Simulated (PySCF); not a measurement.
## Spin–spin coupling constants

Geometry (Å), atoms numbered from 1 in this order:
```xyz
17

Ge   -0.7292   -0.0022   -0.5072
O    -0.4524   -0.0246    1.3192
C    -1.6339   -0.0483    1.9085
C    -1.5866   -0.0663    3.4036
O    -2.6532   -0.0510    1.2432
H    -2.6015   -0.1183    3.8121
H    -1.0780    0.8400    3.7636
H    -0.9908   -0.9257    3.7433
O     1.0815    0.0230   -0.8675
C     1.2411    0.0470   -2.1786
C     2.6665    0.0694   -2.6326
O     0.2746    0.0467   -2.9179
H     2.7127    0.1178   -3.7259
H     3.1791   -0.8336   -2.2701
H     3.1818    0.9327   -2.1876
H    -1.3362    1.3336   -0.9038
H    -1.3042   -1.3408   -0.9419
```

Indirect spin–spin couplings were computed at PBE/pcJ-1 (pcSseg-1 on Ge) (without the spin–dipole term) (PySCF 2.14) on a PBE0-D3(BJ)/def2-SVP structure, for the isolated molecule, without vibrational or relativistic corrections. Couplings are averaged over pairs made equivalent by symmetry, fast rotation or ring inversion, so a value needn't be that of the named pair in this geometry, while other rotamers aren't included; one pair stands for each set, and the list holds those of at least 0.8 Hz over up to four bonds, among pairs with at least one H atom (others weren't computed).

Isotopes: ¹³C, ¹H, ¹⁷O. Couplings to quadrupolar nuclei such as 17O and 33S are rarely resolved in practice.

| pair | bonds | J (Hz) |
| --- | --- | --- |
| C4, H6 | 1 | 125.0 |
| O2, H16 | 2 | ? |
| C3, H6 | 2 | -5.3 |
| H6, H7 | 2 | -13.5 |
| H16, H17 | 2 | 38.9 |
| O2, H6 | 3 | -2.3 |
| O5, H6 | 3 | -1.0 |
| C4, H16 | 4 | ? |
| O5, H16 | 4 | ? |

Question: Estimate the withheld couplings, with signs.

Answer: 
- ²J(O2,H16) = -1.2 Hz
- ⁴J(C4,H16) = 1.3 Hz
- ⁴J(O5,H16) = -1.6 Hz

Relativistic effects of the heavier atoms present are left out.
